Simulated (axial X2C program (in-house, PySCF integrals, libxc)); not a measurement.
# Low determinants of ScS⁺ at the PBE0 level, 2c

Calculated with an in-house all-electron X2C program for linear molecules (integrals from PySCF). Two-component (2c) means X2C with spin–orbit coupling and atomic mean-field two-electron Coulomb and Gaunt terms. Basis: Sc dyall-cv3z [10s11p7d5f2g], S dyall-av3z [9s8p3d2f] (cores contracted in-house); Gaussian nuclei, density fitting, unrestricted open shells. Masses: Sc 44.956 u, S 31.972 u.

Search at 2.100 Å (vertical energies from the lowest determinant):

```csv
ΔE (eV),state,electrons beyond evenly filled partner blocks,"electrons in ±ω = 1/2, 3/2, 5/2, 7/2"
0.00,Ω = 0,none,28 8 0 0
2.10,Ω = 2,"ω = 1/2, ω = 3/2",29 7 0 0
2.13,Ω = 1,"ω = -1/2, ω = 3/2",29 7 0 0
2.17,Ω = 1,2 × ω = 1/2,28 8 0 0
2.29,Ω = 4,"ω = 3/2, ω = 5/2",28 7 1 0
2.30,Ω = 3,2 × ω = 3/2,28 8 0 0
2.32,Ω = 2,"ω = 1/2, ω = 3/2",27 9 0 0
```

Lowest determinant, Ω = 0 (closed shell): Re = 2.071 Å, ωe = 638.2 cm⁻¹.

The determinant in row 2 of the search, Ω = 2 (⟨Sz⟩ = 1.00, ⟨Lz⟩ = 1.00 at PBE0), was followed along the bond at PBE0; measured from the minimum of the lowest determinant it gives:

Te = 1.789 eV (14432 cm⁻¹), Re = 2.289 Å, ωe = 446.3 cm⁻¹.

Problem. Compare the bond of the determinant in row 2 with that of the lowest one.

Solution. At PBE0 its Re is 0.218 Å longer and its force constant, which goes as ωe², is 0.49 times that of the lowest determinant. T0 ≈ Te + Δωe/2 = 14432 + (-96) = 14336 cm⁻¹.

The search compares states at one distance, so a state with another bond length can lie lower; it is not exhaustive and yields mostly the lowest determinant of each block pattern, so other components and higher states of one pattern are missing. These are energies of single determinants, not of spin-adapted states; PBE0 term energies can be off by some tenths of an eV, and the functional has no current term. Open-shell Ω = 0 determinants with evenly filled partner blocks cannot be reached by this program, so the Ω shown need not be the lowest component.
